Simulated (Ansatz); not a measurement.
CH6BrNOSi can be A, `N[SiH](Br)CO`, or B, `N[SiH](O)CBr`.

Calculated with Ansatz (gas phase, PBE0-D4/def2-TZVP geometries, no zero-point term in ΔE). CBS: MP2 limit from def2 TZ/QZ plus the TZ coupled-cluster correction, frozen cores. DFT in def2-TZVPP. B3LYP here is the variant with VWN-RPA as its local correlation; programs differ in this. For Br outer-core shells are correlated without core-valence functions, which leaves a few kJ/mol of doubt a bond. Scalar relativity is left out up to krypton. Each species was taken in one conformer, which may not be the lowest.

**Question.** Which is lower in electronic energy at CCSD(T)/CBS, and by how much? (Best estimate.)

**Answer.** Ansatz gave: B, by 11.2 kcal/mol.

**Question.** Give E(B) − E(A) in kcal/mol with r2SCAN-D4, CCSD(T)/def2-TZVPP, B3LYP-D4, CCSD/def2-TZVPP, B2PLYP, B3LYP, HF/def2-TZVPP. (An estimate is asked.)

**Answer.** Computed: r2SCAN-D4 -9.6, CCSD(T)/def2-TZVPP -11.7, B3LYP-D4 -10.1, CCSD/def2-TZVPP -11.8, B2PLYP -11.1, B3LYP -10.1, HF/def2-TZVPP -11.3. None reverses the order clearly.

Largest T1 diagnostic: 0.009.
